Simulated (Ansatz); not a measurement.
The first iterations of a band of CH5CuO (8 atoms, charge 0, multiplicity 1).

All numbers below come from RKS PBE0/def2-TZVP in Ansatz.

```
movable images  : 5
climbing image  : yes
spring          : 5.0 eV/Å²
optimiser       : quadratic models (default)
start path      : straight line
force threshold : 0.05 eV/Å
iteration limit : 60
end points      : relaxed
```

Image 0:

```xyz
8
Properties=species:S:1:pos:R:3
C -0.764 1.371 -0.495
Cu 0.205 -0.178 -0.001
O 1.241 -1.813 0.512
H -1.322 1.778 0.355
H -1.478 1.143 -1.293
H -0.084 2.147 -0.859
H 1.451 -1.826 1.452
H 0.752 -2.622 0.327
```

Image 6:

```xyz
8
Properties=species:S:1:pos:R:3
C -0.705 1.386 -0.541
Cu 0.006 -0.226 0.152
O 0.751 -1.933 0.891
H -1.267 1.921 0.231
H -1.384 1.181 -1.374
H 0.091 2.044 -0.903
H 1.588 -1.792 1.346
H 0.919 -2.581 0.198
```

| iteration | highest image above the first end (eV) | largest band force component (eV/Å) |
| --- | --- | --- |
| 1 | 0.729 | 6.847 |
| 2 | 0.174 | 2.027 |

**Question.** Does the band converge within its limit, and where does its top end?

**Answer.** The run converged. It ended after 5 iterations with the highest image 0.041 eV above the first end. Another band between the same ends (5 images) ends at a top of the same energy, where a vibrational analysis finds 1 clearly imaginary mode.

Time of the run: 99 s on 2 threads of Intel(R) Xeon(R) Platinum 8259CL CPU @ 2.50GHz (Skylake/Cascade Lake) (shared host), peak memory 0.35 GiB.
